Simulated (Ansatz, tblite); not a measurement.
Removing and adding an electron: B₇N₇H₂₀, a nanocrystal cut from zinc blende BN (hydrogen-capped). The state is a singlet with charge 0. Geometry: PBE-D4/def2-SVP. Ansatz, gas phase; energy differences of separate SCF runs; the oxidised species was run as a doublet alone; the reduced species was run as a doublet alone.

```xyz
34

B     0.4164    1.6315   -1.7415
B    -0.9530   -2.2684    0.3561
B    -1.4144    0.2627   -0.4875
B     0.9262   -0.7870   -0.9113
B     2.0567    1.2551    0.2505
B     0.2209   -0.1125    1.4986
B    -0.2910    2.3077    0.6756
N     0.2575   -2.2707   -0.6410
N    -0.1985    0.1408   -1.4460
N     0.9010    2.1448   -0.3367
N    -1.9988   -1.2587   -0.2327
N    -0.4223   -1.6205    1.6821
N    -0.8766    0.7891    0.8709
N     1.3737   -0.2200    0.4634
H    -0.4974    2.3217   -2.1972
H     1.3515    1.4927   -2.5325
H    -1.4249   -3.3917    0.5324
H    -2.3522    0.9061   -0.9419
H     1.8427   -0.9753   -1.7015
H     2.9867    1.1174   -0.5466
H     2.4293    1.6503    1.3570
H     0.5786    0.2336    2.6176
H    -1.2022    2.9960    0.2117
H     0.0896    2.6995    1.7806
H    -0.0147   -2.6734   -1.5502
H     1.0013   -2.9064   -0.3160
H    -0.4983   -0.1481   -2.3858
H     1.2950    3.0829   -0.4838
H    -2.3892   -1.6084   -1.1204
H    -2.8273   -1.1891    0.3769
H    -1.1684   -1.5697    2.3917
H     0.2858   -2.2223    2.1286
H    -1.6455    0.9488    1.5341
H     2.1618   -0.7584    0.8449
```

The xTB rows come from tblite. Single mean-field runs in def2-TZVP are fitted with def2-universal-jkfit.

Q: Estimate orbital energies and vertical ionisation energies and electron affinities at: GFN1-xTB; GFN2-xTB; PBE-D4/def2-TZVP; PBE0-D4/def2-TZVP.

A: 
```csv
level,−HOMO (eV),vertical IE (eV),−LUMO (eV),vertical EA (eV),HOMO–LUMO gap (eV),IE − EA (eV),remarks
GFN1-xTB,9.69,12.15,4.26,1.74,5.43,10.41,–
GFN2-xTB,8.76,11.06,1.42,-0.89,7.34,11.95,–
PBE-D4/def2-TZVP,5.07,7.58,1.69,0.05,3.38,7.53,HOMO above zero (-1 doublet)
PBE0-D4/def2-TZVP,6.36,8.11,0.87,-0.23,5.49,8.34,HOMO above zero (-1 doublet)
```

   A HOMO above zero means that the electron is unbound at that level or that self-interaction error raises the level; the energy of removing that electron tells which. Raw xTB energy differences between charge states are shifted by several eV; the methods need an empirical correction for them. Sets without diffuse functions give affinities that are too small. A negative affinity means that the extra electron isn't bound; its size then hangs on the basis.
